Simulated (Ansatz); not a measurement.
Basis-set extrapolation for C2H8SSi2 (`C=C(S)[SiH2][SiH3]`) (PBE0-D4/def2-TZVP geometry, frozen core, Ansatz 0.2.0). Multiplicity 1, RHF reference.

```json
{"": "HF", "def2-TZVPP": "-1055.821475", "def2-QZVPP": "-1055.854070"}
{"": "MP2 correlation", "def2-TZVPP": "-0.755254", "def2-QZVPP": "-0.809864"}
{"": "CCSD(T) correlation", "def2-TZVPP": "-0.864071", "def2-QZVPP": "not run"}
```

Energies in hartree. Use E(X) = E(∞) + A·exp(−7.88·√X) for Hartree–Fock and E(X) = E(∞) + B·X^(−2.97) for correlation, with X = 3 and 4, and add CCSD(T) minus MP2 of the smaller set to the MP2 limit.

Task: What is the CCSD(T) energy at the basis-set limit?

Result: HF limit: -1055.854070 + (-0.032595) × 0.13774 = -1055.85856. MP2 limit: -0.809864 + (-0.054610) × 0.74074 = -0.85032. Higher-order term: -0.864071 − (-0.755254) = -0.10882. Total: -1056.81770 hartree, 3.60 eV below CCSD(T)/def2-TZVPP.
